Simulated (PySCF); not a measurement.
Level of theory: B3LYP-D3(BJ)/def2-TZVP in PySCF. Gas-phase values, no solvent. One relaxed conformer stands for a flexible species; it need not be the lowest. B3LYP has the VWN-RPA correlation part, as in Gaussian. 

Reference species (SMILES): `[SiH2]1C=C[SiH2]1` (neutral, multiplicity 1).

```
Quantity          Value
-------------  --------
HOMO–LUMO gap   6.58 eV
HOMO           -7.50 eV
LUMO           -0.92 eV
```

Changed species: `[SiH2]=CC=[SiH2]` (Si–C–C–Si torsion 180°).

Question: Predict the effect on the HOMO–LUMO gap, HOMO and LUMO.

Answer: the HOMO–LUMO gap falls by 3.66 eV, to 2.92 eV; the HOMO rises by 2.46 eV, to -5.04 eV; the LUMO falls by 1.21 eV, to -2.13 eV.
